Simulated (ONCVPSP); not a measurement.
**How hard is this lanthanum ONCV potential?**

```json
{
 "Element": "La (Z = 57)",
 "Generator": "ONCVPSP 4.0.1",
 "Type": "optimised norm-conserving Vanderbilt (ONCV)",
 "Functional": "PBE",
 "Relativity": "scalar-relativistic",
 "Frozen core": "[Kr]",
 "Valence charge": "21",
 "Reference configuration": "4d10 5s2 5p6 5d1 6s1 6p1",
 "Partial waves": "5s+6s: rc 2.95 bohr, ncon 3, nbas 7, qcut 5.3 1/bohr, 2 projectors; 5p+6p: rc 2.85 bohr, ncon 4, nbas 8, qcut 4.8 1/bohr, 2 projectors; 4d+5d: rc 1.25 bohr, ncon 5, nbas 9, qcut 13.3 1/bohr, 2 projectors; f scattering state at 0.34 Ha: rc 2.55 bohr, ncon 4, nbas 9, qcut 4.8 1/bohr, 2 projectors, debl 1.1 Ha",
 "Local potential": "polynomial inside 0.90 bohr (lpopt 5, dvloc0 0 Ha)",
 "Core correction": "Teter function, fcfact 3.25, rcfact 1.25"
}
```

In the f channel the program set the typed energies aside and used -0.200, 0.900 Ha.

Problem. For each optimised wave give the share of its norm inside rc, the residual kinetic energy above qcut (Ha) and the cutoffs (Ha) for errors of 10, 1, 0.1 and 0.01 mHa per electron.

Solution.

```
         wave  norm inside rc  residual KE  10 mHa  1 mHa  0.1 mHa  0.01 mHa
           5s           0.987      7.8e-09     4.8    7.4      9.2      10.7
           6s           0.152      5.4e-09     2.0    6.5      8.6      10.4
           5p           0.940      1.5e-07     3.8    4.9      5.9       7.7
           6p           0.044      2.5e-07     2.6    3.9      5.2       8.3
           4d           0.936      1.0e-06    54.9   66.0     74.8      81.6
           5d           0.040      5.2e-07    43.5   57.6     69.2      78.2
f projector 1           0.956      2.1e-02    16.4   51.0     63.3      95.7
f projector 2           0.200      6.5e-02    23.5   62.8     70.8      96.0
```

The occupied waves need 66 Ha and 75 Ha for 1 and 0.1 mHa. Note: ghosts flagged at negative energy: s at -306.8 eV, p at -104.1 eV (a further GHOST(-) flag falls on a real empty level of the atom); no localised positive-energy state flagged. A true bound ghost makes a file unfit for plane-wave use.
